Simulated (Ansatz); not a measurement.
Kohn–Sham single points on H$_{8}$N$_{2}$O$_{2}$Si$_{2}$, SMILES `N[SiH2]O[SiH](N)O`.

```yaml
crystal:
  periodic: [false, false, false]
  atoms:
    - {symbol: N, position_ang: [-0.431714, -0.688538, 1.643903]}
    - {symbol: Si, position_ang: [-0.188122, 1.004488, 1.395342]}
    - {symbol: O, position_ang: [-0.173472, 1.326390, -0.209990]}
    - {symbol: Si, position_ang: [-0.170208, 0.278017, -1.472260]}
    - {symbol: N, position_ang: [1.357267, -0.506339, -1.419615]}
    - {symbol: O, position_ang: [-1.338516, -0.857954, -1.348690]}
    - {symbol: H, position_ang: [-1.037971, -0.977852, 2.395748]}
    - {symbol: H, position_ang: [0.358986, -1.310741, 1.562052]}
    - {symbol: H, position_ang: [1.097578, 1.497336, 1.953076]}
    - {symbol: H, position_ang: [-1.332200, 1.687803, 2.045608]}
    - {symbol: H, position_ang: [-0.464897, 1.053477, -2.693772]}
    - {symbol: H, position_ang: [2.195964, 0.053562, -1.393807]}
    - {symbol: H, position_ang: [1.496365, -1.321870, -1.996504]}
    - {symbol: H, position_ang: [-1.369069, -1.237778, -0.461092]}
basis:
  gaussian: {orbitals: def2-TZVPP}
hamiltonian: {xc: {name: wB97M-V}}
output: {forces: true, orbitals: {seedname: orbitals}}
```

```sh
$ ansatz run in.yaml --threads 2 --pin off --events-out ev --progress --plain --max-ram 22528MiB --backend cuda --devices 0, --max-vram 18GiB
```

Shortened log:

```
Functional definition: wB97M-V
1666 factors; their error is unknown
386 factors; integrals over basis functions are off by at most 1.0e-5 eV
mean field evaluation 1: about -22953.3540 eV, gradient 8.7e1 eV
mean field evaluation 2: about -22953.2988 eV, gradient 8.8e1 eV
mean field evaluation 4: about -22966.0300 eV, gradient 3.3e0 eV
mean field evaluation 8: about -22966.0594 eV, gradient 6.4e-2 eV
mean field evaluation 16: about -22966.0732 eV, gradient 6.0e-5 eV
mean field -22966.07319836 eV, -843.9876230761 hartree, gradient 6.0e-5 eV, S^2 0.000000; 0 other end points of the search recorded, 0 dependent functions left out
reference -22966.07325635 eV, -843.9876252072 hartree; 33, 33 occupied and 287, 287 virtual orbitals, 1666 factors
Total energy: -22966.07325635 eV, -843.9876252072 hartree
Atom 0 at    -0.431714    -0.688538     1.643903 Å, force     0.013862    -0.034641     0.025674 eV/Å
Atom 1 at    -0.188122     1.004488     1.395342 Å, force     0.014340     0.190358     0.231571 eV/Å
Atom 2 at    -0.173472     1.326390    -0.209990 Å, force    -0.001528     0.062121    -0.012621 eV/Å
Atom 3 at    -0.170208     0.278017    -1.472260 Å, force    -0.015220     0.147407    -0.255188 eV/Å
Atom 4 at     1.357267    -0.506339    -1.419615 Å, force     0.050361    -0.016635    -0.017238 eV/Å
Atom 5 at    -1.338516    -0.857954    -1.348690 Å, force    -0.063595    -0.083741     0.092760 eV/Å
Atom 6 at    -1.037971    -0.977852     2.395748 Å, force     0.016795    -0.007961    -0.016540 eV/Å
Atom 7 at     0.358986    -1.310741     1.562052 Å, force    -0.023505    -0.001853     0.004555 eV/Å
Atom 8 at     1.097578     1.497336     1.953076 Å, force    -0.142850    -0.062976    -0.061864 eV/Å
Atom 9 at    -1.332200     1.687803     2.045608 Å, force     0.130161    -0.080817    -0.070937 eV/Å
Atom 10 at    -0.464897     1.053477    -2.693772 Å, force     0.038529    -0.094433     0.137417 eV/Å
Atom 11 at     2.195964     0.053562    -1.393807 Å, force    -0.007180    -0.023758     0.000018 eV/Å
Atom 12 at     1.496365    -1.321870    -1.996504 Å, force     0.015547     0.013315     0.018767 eV/Å
Atom 13 at    -1.369069    -1.237778    -0.461092 Å, force    -0.025717    -0.006386    -0.076374 eV/Å
Dipole moment:     0.370167    -0.335928     0.353153 e Å
```

It took 7 s on 2 threads of an AMD EPYC 7R13 on a shared host and a share of an NVIDIA H100 80 GB, with 0.98 GiB of host memory at the peak.

The same input with `hamiltonian: {xc: pbe0, dispersion: d4}` and no forces (abridged; 1.9 s):

```
Functional definition: PBE0
mean field evaluation 16: about -22954.8773 eV, gradient 3.0e-4 eV
mean field -22954.87731557 eV, -843.5761819726 hartree, gradient 2.7e-5 eV, S^2 0.000000
Total energy: -22955.18364807 eV, -843.5874394844 hartree
```

The same input with `hamiltonian: {xc: pbe, dispersion: d4}` (abridged; 2.1 s):

```
Functional definition: PBE
mean field evaluation 16: about -22952.9506 eV, gradient 4.6e-3 eV
mean field -22952.95060043 eV, -843.5053764970 hartree, gradient 3.2e-5 eV, S^2 0.000000
Total energy: -22953.30986998 eV, -843.5185794096 hartree
Atom 0 force    -0.122516    -0.039365    -0.141757 eV/Å
Atom 1 force     0.045517     0.117150     0.297264 eV/Å
Atom 2 force     0.020303     0.494803    -0.109816 eV/Å
Atom 3 force     0.076465     0.081029    -0.285693 eV/Å
Atom 4 force    -0.001960    -0.074302     0.198891 eV/Å
Atom 5 force    -0.385095    -0.197095    -0.415373 eV/Å
Atom 6 force    -0.201317    -0.116085     0.252602 eV/Å
Atom 7 force     0.253717    -0.214238    -0.020605 eV/Å
Atom 8 force     0.145093     0.064224     0.060565 eV/Å
Atom 9 force    -0.129805     0.067448     0.078161 eV/Å
Atom 10 force    -0.054929     0.093671    -0.136551 eV/Å
Atom 11 force     0.301161     0.174269     0.001782 eV/Å
Atom 12 force     0.069508    -0.272671    -0.195766 eV/Å
Atom 13 force    -0.016143    -0.178838     0.416296 eV/Å
Dipole moment:     0.361188    -0.344796     0.348357 e Å
```

Changing it to `hamiltonian: {xc: r2scan, dispersion: d4}` (abridged; 2.7 s):

```
Functional definition: r2SCAN
mean field evaluation 16: about -22964.4997 eV, gradient 4.6e-3 eV
mean field -22964.49972086 eV, -843.9297988444 hartree, gradient 2.3e-5 eV, S^2 0.000000
Total energy: -22964.59088354 eV, -843.9331490114 hartree
Atom 0 force    -0.024227     0.022517    -0.016419 eV/Å
Atom 1 force     0.006971     0.048829     0.052433 eV/Å
Atom 2 force     0.008636     0.056602    -0.008123 eV/Å
Atom 3 force    -0.000616     0.033977    -0.060033 eV/Å
Atom 4 force    -0.030889    -0.002403     0.037687 eV/Å
Atom 5 force    -0.042788    -0.031019    -0.024330 eV/Å
Atom 6 force     0.008404    -0.031921     0.026580 eV/Å
Atom 7 force     0.002529    -0.028111     0.016461 eV/Å
Atom 8 force    -0.020326    -0.003476    -0.006484 eV/Å
Atom 9 force     0.024887    -0.015623    -0.007225 eV/Å
Atom 10 force    -0.002058    -0.018118     0.023284 eV/Å
Atom 11 force     0.038191    -0.006307    -0.018500 eV/Å
Atom 12 force     0.037374    -0.009476    -0.019747 eV/Å
Atom 13 force    -0.006088    -0.015471     0.004418 eV/Å
Dipole moment:     0.367081    -0.345882     0.350107 e Å
```
